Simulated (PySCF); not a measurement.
F4Hf, charge +1, doublet, geometry from GFN2-xTB (such geometries of metal compounds can be far from the true shape) (the multiplicity is a formal guess) (core potentials on Hf); R2SCAN/def2-SVP run with PySCF.

PySCF was given this input:
```python
from pyscf import gto, scf, dft

mol = gto.M(
    atom='''
Hf    0.00000000   -0.00000000   -0.00000000
F     1.22674153    0.87023871   -1.08387958
F     0.88960024   -1.19152916    1.10719231
F    -1.21136832   -0.92425168   -1.05610168
F    -0.90497345    1.24554213    1.03278894
''',
    basis='def2-svp',
    ecp={'Hf': 'def2-svp'},
    charge=1,
    spin=1,
    verbose=4,
)

mf = dft.UKS(mol)
mf.xc = 'r2scan'
mf.kernel()
```

Q: Predict the main parts of the log of this PySCF run.

A: 
```
PySCF version 2.14.0

[INPUT] verbose = 4
[INPUT] num. atoms = 5
[INPUT] num. electrons = 47
[INPUT] charge = 1
[INPUT] spin (= nelec alpha-beta = 2S) = 1
[INPUT] symmetry False subgroup None
[INPUT] Mole.unit = angstrom
[INPUT] Symbol           X                Y                Z      unit          X                Y                Z       unit  Magmom
[...]
nuclear repulsion = 208.258918201196
number of shells = 36
number of NR pGTOs = 153
number of NR cGTOs = 88
basis = def2-svp
ecp = {'Hf': 'def2-svp'}

******** <class 'pyscf.dft.uks.UKS'> ********
method = UKS
initial guess = minao
damping factor = 0
level_shift factor = 0
DIIS = <class 'pyscf.scf.diis.CDIIS'>
diis_start_cycle = 1
diis_space = 8
diis_damp = 0
SCF conv_tol = 1e-09
SCF conv_tol_grad = None
SCF max_cycles = 50
direct_scf = True
direct_scf_tol = 1e-13
number electrons alpha = 24  beta = 23
XC library pyscf.dft.libxc version 7.1.2
    S. Lehtola, C. Steigemann, M. J. T. Oliveira, and M. A. L. Marques,  SoftwareX 7, 1–5 (2018)
XC functionals = r2scan
    J. W. Furness, A. D. Kaplan, J. Ning, J. P. Perdew, and J. Sun,  J. Phys. Chem. Lett. 11, 8208–8215 (2020)
    J. W. Furness, A. D. Kaplan, J. Ning, J. P. Perdew, and J. Sun,  J. Phys. Chem. Lett. 11, 9248–9248 (2020)
    J. W. Furness, A. D. Kaplan, J. Ning, J. P. Perdew, and J. Sun,  J. Phys. Chem. Lett. 11, 8208–8215 (2020)
    J. W. Furness, A. D. Kaplan, J. Ning, J. P. Perdew, and J. Sun,  J. Phys. Chem. Lett. 11, 9248–9248 (2020)
radial grids:
    Treutler-Ahlrichs [JCP 102, 346 (1995); DOI:10.1063/1.469408] (M4) radial grids

becke partition: Becke, JCP 88, 2547 (1988); DOI:10.1063/1.454033
pruning grids: <function nwchem_prune>
grids dens level: 3
symmetrized grids: False
atomic radii adjust function: <function treutler_atomic_radii_adjust>
small_rho_cutoff = 0
Set gradient conv threshold to 3.16228e-05
tot grids = 80840
init E= -434.491009187349

cycle= 1 E= -446.713605493143  delta_E= -12.2  |g|= 0.39  |ddm|= 5.48
cycle= 2 E= -446.569133365599  delta_E= 0.144  |g|= 0.683  |ddm|= 0.923
cycle= 3 E= -446.569274991823  delta_E= -0.000142  |g|= 0.655  |ddm|= 1.04
cycle= 4 E= -446.580097010084  delta_E= -0.0108  |g|= 0.596  |ddm|= 0.986
cycle= 5 E= -446.682124894554  delta_E= -0.102  |g|= 0.404  |ddm|= 0.967
cycle= 6 E= -446.644675301695  delta_E= 0.0374  |g|= 0.477  |ddm|= 0.796
cycle= 7 E= -446.750666380929  delta_E= -0.106  |g|= 0.153  |ddm|= 0.757
cycle= 8 E= -446.739086643548  delta_E= 0.0116  |g|= 0.214  |ddm|= 0.524
[...]
cycle= 22 E= -446.763275480098  delta_E= -4.46e-08  |g|= 0.000129  |ddm|= 0.000917
cycle= 23 E= -446.763275529852  delta_E= -4.98e-08  |g|= 0.000121  |ddm|= 0.00125
cycle= 24 E= -446.76327558581  delta_E= -5.6e-08  |g|= 0.000105  |ddm|= 0.00138
cycle= 25 E= -446.76327565669  delta_E= -7.09e-08  |g|= 0.00012  |ddm|= 0.00185
cycle= 26 E= -446.763275655957  delta_E= 7.33e-10  |g|= 0.000114  |ddm|= 0.000198
cycle= 27 E= -446.76327561544  delta_E= 4.05e-08  |g|= 0.00012  |ddm|= 0.00101
cycle= 28 E= -446.763275710061  delta_E= -9.46e-08  |g|= 0.000102  |ddm|= 0.00235
cycle= 29 E= -446.763275520677  delta_E= 1.89e-07  |g|= 0.000113  |ddm|= 0.00478
cycle= 30 E= -446.763274443652  delta_E= 1.08e-06  |g|= 0.00021  |ddm|= 0.0276
cycle= 31 E= -446.763274526706  delta_E= -8.31e-08  |g|= 0.000201  |ddm|= 0.00215
cycle= 32 E= -446.763274215682  delta_E= 3.11e-07  |g|= 0.000249  |ddm|= 0.00798
cycle= 33 E= -446.763274600944  delta_E= -3.85e-07  |g|= 0.000108  |ddm|= 0.00959
cycle= 34 E= -446.763271200739  delta_E= 3.4e-06  |g|= 0.000795  |ddm|= 0.0884
cycle= 35 E= -446.763274262247  delta_E= -3.06e-06  |g|= 0.00029  |ddm|= 0.0804
cycle= 36 E= -446.763279428647  delta_E= -5.17e-06  |g|= 0.00161  |ddm|= 0.16
cycle= 37 E= -446.763275967101  delta_E= 3.46e-06  |g|= 0.000122  |ddm|= 0.117
cycle= 38 E= -446.763277188909  delta_E= -1.22e-06  |g|= 0.000288  |ddm|= 0.0312
cycle= 39 E= -446.763277414158  delta_E= -2.25e-07  |g|= 0.000326  |ddm|= 0.00581
cycle= 40 E= -446.763277481652  delta_E= -6.75e-08  |g|= 0.000322  |ddm|= 0.00161
cycle= 41 E= -446.763278041945  delta_E= -5.6e-07  |g|= 0.000483  |ddm|= 0.0153
cycle= 42 E= -446.763278102247  delta_E= -6.03e-08  |g|= 0.000506  |ddm|= 0.00176
cycle= 43 E= -446.763272177791  delta_E= 5.92e-06  |g|= 0.000501  |ddm|= 0.155
cycle= 44 E= -446.763279301895  delta_E= -7.12e-06  |g|= 0.00245  |ddm|= 0.256
cycle= 45 E= -446.763275611955  delta_E= 3.69e-06  |g|= 0.000137  |ddm|= 0.167
cycle= 46 E= -446.763274966698  delta_E= 6.45e-07  |g|= 0.000127  |ddm|= 0.0166
cycle= 47 E= -446.763274921823  delta_E= 4.49e-08  |g|= 0.000125  |ddm|= 0.00118
cycle= 48 E= -446.76327672633  delta_E= -1.8e-06  |g|= 0.000135  |ddm|= 0.0457
cycle= 49 E= -446.763273057822  delta_E= 3.67e-06  |g|= 0.000196  |ddm|= 0.0958
cycle= 50 E= -446.763275756282  delta_E= -2.7e-06  |g|= 0.000174  |ddm|= 0.0718
SCF not converged.
SCF energy = -446.763275756282 after 50 cycles  <S^2> = 0.75523741  2S+1 = 2.0052306
```

The run did not converge; its last values are not results.
